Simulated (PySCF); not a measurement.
Coordinates in bohr (charge 2 multiplicity 1):
```
S     0.0000    0.0000   -2.5885
Se    2.4387    0.0000    0.5178
Se   -2.4387    0.0000    0.5178
```

Computed with PBE0 in PySCF with S def2-TZVP, Se def2-TZVP; no relativity; density-fitted integrals.

This geometry of SSe₂²⁺ is a stationary point at this level.

**Question.** What is the point group?

**Answer.** C2v.

**Question.** Is it a minimum?

**Answer.** Yes: all harmonic wavenumbers are real.

**Question.** List the harmonic modes with their infrared intensities.

**Answer.** 
| symmetry | ω (cm⁻¹) | IR (km/mol) |
| --- | --- | --- |
| a1 | 227 | 1.8 |
| b2 | 408 | 17.7 |
| a1 | 552 | 1.6 |

In C2v the vibrations span 2a1 + b2. Here b1 is antisymmetric to the molecular plane and b2 lies in it.

Other isomers or separated fragments may lie lower.
